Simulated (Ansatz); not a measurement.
Cartesian coordinates (Å):
SMILES: CC#CCC
```xyz
13

C      2.6937     0.4912    -0.6750
C      1.3249     0.0006    -0.5988
C      0.1972    -0.4104    -0.5369
C     -1.1839    -0.8741    -0.4573
C     -2.1902     0.2692    -0.2716
H      3.3198    -0.1798    -1.2674
H      3.1395     0.5724     0.3189
H      2.7323     1.4792    -1.1393
H     -1.2789    -1.5833     0.3707
H     -1.4292    -1.4337    -1.3652
H     -3.2074    -0.1223    -0.2173
H     -1.9831     0.8199     0.6465
H     -2.1347     0.9710    -1.1044
```
Charge 0, spin multiplicity 1.

Computed with Ansatz (an electronic-structure program) with frozen-core CCSD(T)/def2-TZVPP // B3LYP-D3(BJ)/def2-TZVP.

| Quantity | Value |
|---|---|
| HF energy | -194.01849 Ha |
| MP2 correlation energy | -0.82555 Ha |

Q: Estimate the CCSD correlation energy, the (T) correction, the total energy and the T1 diagnostic.

A: 
```json
{
  "CCSD correlation energy": "-0.86739 Ha",
  "(T) correction": "-0.03822 Ha",
  "CCSD(T) total energy": "-194.92410 Ha",
  "T1 diagnostic": "0.010"
}
```
